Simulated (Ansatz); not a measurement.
Geometry optimisation, Ansatz, RKS PBE/def2-SVP.

input.yaml

```yaml
crystal:
  periodic: [false, false, false]
  atoms:
    - { symbol: Ti, position_ang: [0.0, 0.0, 0.0] }
    - { symbol: O, position_ang: [0.0, 0.0, 2.27] }
    - { symbol: H, position_ang: [-0.9095, -0.2814, 2.6071] }
    - { symbol: Cl, position_ang: [2.2349, 0.0, -0.7892] }
    - { symbol: Cl, position_ang: [-1.1163, 1.9339, -0.7892] }
    - { symbol: Cl, position_ang: [-1.1163, -1.9339, -0.7892] }
    - { symbol: "N", position_ang: [1.2317, -1.8705, 0.7442] }
    - { symbol: H, position_ang: [0.7926, -2.8351, 0.7273] }
    - { symbol: Si, position_ang: [2.9356, -1.6567, 1.3471] }
    - { symbol: H, position_ang: [3.6365, -2.9362, 1.291] }
    - { symbol: H, position_ang: [3.6309, -0.6846, 0.5085] }
    - { symbol: H, position_ang: [2.9082, -1.1776, 2.7259] }
    - { symbol: H, position_ang: [0.7451, -1.1315, 1.8913] }
basis:
  gaussian: { orbitals: def2-SVP }
hamiltonian:
  xc: pbe
relax:
  f_tol: 0.15
  max_steps: 25
  restrain:
    - { distance: [0, 6], at: 3.26, k: 30.0 }
    - { distance: [12, 1], at: 2.21, k: 30.0 }
    - { distance: [0, 1], at: 1.92, k: 30.0 }
    - { distance: [12, 6], at: 1.06, k: 30.0 }
```

Command:

```bash
$ ansatz run input.yaml --threads 4 --pin off --max-ram 5120MiB --backend cpu --events-out ev --progress --plain --runs-dir out
```

Question: Where does it end, and by what steps?

Answer: The forces met the threshold. The restraints hold the end off the free minimum; the threshold counts their pulls, which the force column leaves out. Restrained pairs: Ti1–N7 (2.36 → 3.25 Å), O2–H13 (1.41 → 2.21 Å), Ti1–O2 (2.27 → 1.87 Å), N7–H13 (1.45 → 1.04 Å). After 16 steps the energy has fallen by 3.831 eV (the restraints' own energy left out); Cl4 moved furthest, 1.19 Å.

| step | energy less start (eV) | largest force component (eV/Å) | accepted |
| --- | --- | --- | --- |
| 0 | 0.0000 | 3.340 | yes |
| 1 | -0.6128 | 3.365 | yes |
| 2 | -1.2276 | 3.845 | yes |
| 3 | -2.3498 | 3.010 | yes |
| 4 | -3.1906 | 1.434 | yes |
| 5 | -3.5035 | 1.555 | yes |
| 6 | -3.6282 | 1.586 | yes |
| 7 | -3.7168 | 1.697 | yes |
| 8 | -3.7722 | 1.384 | yes |
| 9 | -3.7893 | 1.945 | yes |
| 10 | -3.7976 | 1.633 | yes |
| 11 | -3.8222 | 1.647 | yes |
| 12 | -3.8137 | 1.710 | no |
| 13 | -3.8254 | 1.662 | yes |
| 14 | -3.8206 | 1.666 | no |
| 15 | -3.8283 | 1.642 | yes |
| 16 | -3.8310 | 1.657 | yes |

```xyz
13
Properties=species:S:1:pos:R:3
Ti -0.283 0.241 -0.060
O -0.523 -0.018 1.776
H -1.181 0.531 2.249
Cl 1.692 1.037 -0.586
Cl -1.728 1.818 -0.523
Cl -0.885 -1.513 -1.243
N 1.490 -2.125 1.285
H 1.044 -2.915 0.812
Si 3.229 -2.013 1.458
H 3.873 -3.331 1.826
H 3.887 -1.546 0.185
H 3.491 -1.017 2.553
H 0.865 -1.724 2.013
```

The run took 49 s on 4 threads of Arm Neoverse V2, with other jobs on the host, peak memory 0.28 GiB.
